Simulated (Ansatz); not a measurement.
Reaction (ligand exchange at the Si–C bond): `[SiH3]C[NH][AlH][SH]` + `[OH][GeH2][SiH3]` → `[SiH3][O][GeH2][SiH3]` + `C[NH][AlH][SH]`

Computed with Ansatz on PBE0-D4/def2-TZVP structures; ΔE is electronic, products minus reactants. CCSD(T)/CBS is the MP2 limit (def2-TZVPP, def2-QZVPP) plus CCSD(T) − MP2 in def2-TZVPP, frozen cores. For Ge outer-core shells are correlated without core-valence functions, which leaves a few kJ/mol of doubt a bond. Scalar relativity is left out up to krypton. Each species was taken in one conformer, which may not be the lowest.

| species | SCS-MP2/def2-TZVPP energy (Eh) |
| --- | --- |
| `[SiH3]C[NH][AlH][SH]` | -1026.27625 |
| `[OH][GeH2][SiH3]` | -2443.34734 |
| `[SiH3][O][GeH2][SiH3]` | -2733.62739 |
| `C[NH][AlH][SH]` | -736.04360 |

(1) Work out ΔE.

Largest T1 diagnostic among the species: 0.012.

## Answers

(1) ΔE = (-2733.62739) + (-736.04360) − (-1026.27625) − (-2443.34734) = -0.04740 Eh = -124.4 kJ/mol. CCSD(T)/CBS gives -117.5 kJ/mol.

In def2-TZVPP, CCSD(T) changes the Hartree–Fock value by +25.3 kJ/mol (the triples alone add +3.8 kJ/mol) and MP2 by +23.2 kJ/mol. From PBE to PBE0 (25 % exact exchange), in def2-TZVPP and without D4, ΔE moves by −7.8 kJ/mol.
